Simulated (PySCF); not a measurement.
[ReH5]− at several levels of theory

Computed with PySCF 2.14.0 (density fitting, no spin-orbit coupling) at the geometry relaxed with BP86:

```xyz
6
[ReH5]− (doublet)
Re   -0.1221   -0.0013   -0.3461
H     0.1866   -0.0042    1.3106
H     0.5091    0.0080   -2.0312
H     1.5133    0.0092   -0.0381
H    -1.0912    1.0249    0.5513
H    -1.0792   -1.0366    0.5531
```

```json
{"level": "BP86", "basis": "Re def2-SVP with ECP60, H def2-SVP", "state": "doublet", "HOMO (eV)": "1.34", "gap (eV)": "0.41", "charge on Re1 (e)": "-0.40", "dipole about the centre of mass (D)": "0.73", "largest force component (eV/Å)": "0.01"}
{"level": "r2SCAN", "basis": "the same", "state": "doublet", "HOMO (eV)": "1.15", "gap (eV)": "1.14", "charge on Re1 (e)": "-0.22", "dipole about the centre of mass (D)": "0.75", "largest force component (eV/Å)": "0.28"}
{"level": "TPSS", "basis": "the same", "state": "doublet", "HOMO (eV)": "1.37", "gap (eV)": "0.67", "charge on Re1 (e)": "-0.20", "dipole about the centre of mass (D)": "0.82", "largest force component (eV/Å)": "0.10"}
{"level": "wB97X", "basis": "the same", "state": "doublet", "HOMO (eV)": "-1.97", "gap (eV)": "6.68", "charge on Re1 (e)": "-0.12", "dipole about the centre of mass (D)": "0.73", "largest force component (eV/Å)": "0.72"}
{"level": "BP86", "basis": "Re def2-TZVP with ECP60, H def2-TZVP", "state": "doublet", "HOMO (eV)": "1.37", "gap (eV)": "0.41", "charge on Re1 (e)": "-0.51", "dipole about the centre of mass (D)": "0.68", "largest force component (eV/Å)": "0.09"}
{"level": "BP86", "basis": "Re x2c-SVPall, H x2c-SVPall", "state": "doublet", "HOMO (eV)": "1.32", "gap (eV)": "0.29", "charge on Re1 (e)": "-1.17", "dipole about the centre of mass (D)": "0.62", "largest force component (eV/Å)": "0.50"}
```

HOMO and gap are taken over both spins. Charges are Mulliken's, which hang on the basis. The relaxation used the grid (50, 194), these runs (75, 302) or, all-electron (x2c bases, spin-free X2C Hamiltonian), (99, 590).

Problem. What does BLYP with Re def2-SVP with ECP60, H def2-SVP give here?

Solution. state doublet, HOMO (eV) 1.61, gap (eV) 0.35, charge on Re1 (e) -0.40, dipole about the centre of mass (D) 0.72, largest force component (eV/Å) 0.13. Time: 2.6 s on 2 threads of Arm Neoverse V1, on a shared host, from an already converged density.

Open shells may have lower solutions than the one found.

The highest filled level of some runs lies above zero, as often for anions with such functionals and bases.

A gap near or under zero over both spins lies within a partly filled shell and is no excitation energy.
